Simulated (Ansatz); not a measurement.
Several settings on one geometry of ReSe₂ (the lowest doublet isomer of a short search) (that of the charge 0 doublet, r2SCAN-D4/def2-TZVP). Ansatz on 4 threads of Arm Neoverse V2 on a shared host; times are rough.

```xyz
3

Re   -0.562    0.098   -0.461
Se   -0.091   -1.941    0.281
Se    0.653    1.843    0.180
```

Totals from different functionals, basis sets or treatments of relativity can't be compared as stabilities.

In the def2 sets Re takes a core potential; there is no spin–orbit coupling. LC-ωPBE has ω = 0.4 bohr⁻¹.

At r2SCAN-D4/def2-TZVP a quartet lies 0.55 eV below the doublet of charge 0, at its own geometry.

The spins typed aren't always the lowest for that charge.

Task: Give the basis size and estimate the energy, ⟨S²⟩ and time of these runs.

```
run                 method  charge    state                                               further keys
  1  UKS SVWN5/def2-mTZVPP       0  doublet                                               forces asked
  2       UKS B97/def2-SVP       0  doublet                scf: {omitted_lower_state_checks: [starts]}
  3  RKS LC-ωPBE/def2-TZVP      -1  singlet  scf: {omitted_lower_state_checks: [starts]}; forces asked
```

Result: 
| run | functions | energy (Eh) | ⟨S²⟩ | wall time |
| --- | --- | --- | --- | --- |
| 1 | 108 | -4874.4854 | 1.33 | 9 s |
| 2 | 96 | -4880.5843 | 1.35 | 9.5 s |
| 3 | 136 | -4880.8013 | – | 3.8 s |

The highest occupied level of an anion often lies above zero with these methods, and sets without diffuse functions describe the outer electron poorly. At UKS SVWN5/def2-mTZVPP, UKS B97/def2-SVP the charge 0 doublet is spin-contaminated (final ⟨S²⟩ up to 1.35, 0.75 for a pure state). A triplet lies near this restricted singlet, and broken spin symmetry wasn't tried.
